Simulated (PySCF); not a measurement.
BF2, SMILES F[B]F (connectivity only; charge and spin as stated), charge +1, multiplicity 1. Geometry optimised at ωB97X-D3(BJ)/def2-TZVP. The spin state was assumed, not searched. The isomer is the one that the SMILES or the coordinates give; other isomers of the formula were not compared.

TDDFT-PBE/def2-TZVPD in PySCF puts the lowest singlet excitations at 11.15, 11.15, 11.25, 11.43, 11.43, 12.67 eV.

**Question.** What are the lowest excitation roots from PySCF 2.14.0 with ADC(2)/aug-cc-pVDZ? (Estimate from the structure and the level; the computed values follow.)

**Answer.** 11.92, 11.92, 12.26, 12.26, 12.31, 13.57 eV. S1 differs by 0.77 eV (second minus first; roots are paired by order, and the bases may differ).
